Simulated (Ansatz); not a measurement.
C$_{2}$H$_{6}$Cl$_{2}$Sn, singlet, geometry from GFN2-xTB (such geometries of metal compounds can be far from the true shape) (core potentials on Sn); CAM-B3LYP/def2-TZVPD in Ansatz (a quantum-chemistry and plane-wave program).

Ansatz was given this input:
Ansatz 0.2 input:
```yaml
crystal:
  periodic: [false, false, false]
  atoms:
    - {symbol: C, position_ang: [1.80274258, -1.51892946, 0.13022470]}
    - {symbol: Sn, position_ang: [-0.01552912, -0.26777656, -0.05001192]}
    - {symbol: C, position_ang: [-1.95844921, -1.15908069, -0.62853208]}
    - {symbol: Cl, position_ang: [0.45401961, 1.44019862, -1.56676734]}
    - {symbol: Cl, position_ang: [-0.32257777, 0.82263295, 1.98839743]}
    - {symbol: H, position_ang: [1.64728004, -2.25891613, 0.90564891]}
    - {symbol: H, position_ang: [2.63055354, -0.87076108, 0.39427872]}
    - {symbol: H, position_ang: [1.99607754, -2.00130122, -0.82002828]}
    - {symbol: H, position_ang: [-2.68555220, -0.35840678, -0.70224067]}
    - {symbol: H, position_ang: [-2.26178223, -1.86871977, 0.13139445]}
    - {symbol: H, position_ang: [-1.85039202, -1.65314243, -1.58632442]}
basis:
  gaussian:
    orbitals: def2-TZVPD
hamiltonian:
  xc: cam_b3lyp
```

It wrote (shortened):

```
Functional definition: CAM-B3LYP
1710 factors; their error is unknown
627 factors; integrals over basis functions are off by at most 3.7e-5 eV
mean field evaluation 1: about -33043.9682 eV, gradient 6.1e1 eV
mean field evaluation 2: about -33044.2867 eV, gradient 5.8e1 eV
mean field evaluation 4: about -33052.2145 eV, gradient 1.6e0 eV
mean field evaluation 8: about -33052.2236 eV, gradient 9.8e-2 eV
mean field evaluation 16: about -33052.2938 eV, gradient 4.0e-5 eV
mean field -33052.29376519 eV, -1214.6493922212 hartree, gradient 4.0e-5 eV, S^2 0.000000; 0 other end points of the search recorded, 0 dependent functions left out
reference -33052.29394134 eV, -1214.6493986949 hartree; 37, 37 occupied and 239, 239 virtual orbitals, 1710 factors
Total energy: -33052.29394134 eV, -1214.6493986949 hartree
```
